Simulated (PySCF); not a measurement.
Radial density of Cl³⁺ (chlorine, charge +3)

UHF, [Ne] 3s2 3p2, high-spin 3P determinant. All numbers are calculated (PySCF 2.14, no relativity, point nucleus, in def2-QZVPPD).

```
r (bohr)  4πr²ρ (e/bohr)  4πr²(ρα − ρβ)
 0.00178          0.1208         0.0000
 0.00299          0.3280         0.0000
 0.00503          0.8659         0.0000
 0.00847           2.180         0.0001
  0.0142           5.071         0.0003
  0.0240           10.33         0.0015
  0.0403           16.91         0.0082
  0.0678           19.51         0.0399
   0.114           14.83         0.1492
   0.192           14.36         0.3416
   0.323           19.34         0.2884
   0.543           10.14        -0.0104
   0.913           3.218         0.9346
    1.53           2.878         1.4344
    2.58          0.3951         0.2345
    4.34        0.002628         0.0019
```

(1) Where is the radial spin density 4πr²(ρα − ρβ) most negative, and why is it negative at all?

Results:

(1) Around r = 0.543 bohr, down to -0.0104 e/bohr: exchange with the open shell polarises the paired shells in an unrestricted calculation.
